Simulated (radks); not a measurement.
Task: Cu3+, configuration [Ar] 3d8. Calculated with a radial shooting solver on a logarithmic mesh with Libxc functionals: scalar-relativistic Kohn-Sham, PBEsol, spin-polarised, spherical densities, point nucleus; open shells are filled with parallel spins first. Some entries of the table are withheld. Estimate them.

| orbital | occ. | eigenvalue (hartree) | <r^2> (bohr^2) | r(max) (bohr) |
|---|---|---|---|---|
| 1s up | 1 | -326.6813 | 0.003661 | 0.03413 |
| 1s down | 1 | -326.6812 | 0.003661 | 0.03413 |
| 2s up | 1 | -40.76130 | 0.06542 | 0.1968 |
| 2s down | 1 | -40.71284 | 0.06532 | 0.1967 |
| 2p up | 3 | -35.42346 | 0.05239 | 0.1583 |
| 2p down | 3 | -35.38689 | 0.05229 | 0.1582 |
| 3s up | 1 | -5.93284 | 0.5740 | 0.6118 |
| 3s down | 1 | -5.84282 | 0.5764 | 0.6123 |
| 3p up | 3 | (1) | (2) | 0.6165 |
| 3p down | 3 | (3) | (4) | 0.6173 |
| 3d up | 5 | -1.83467 | 0.9172 | 0.5856 |
| 3d down | 3 | -1.74984 | 0.9492 | 0.5889 |

Result: 
(1) 3p up eigenvalue (hartree): -4.36208
(2) 3p up <r^2> (bohr^2): 0.6375
(3) 3p down eigenvalue (hartree): -4.27361
(4) 3p down <r^2> (bohr^2): 0.6418
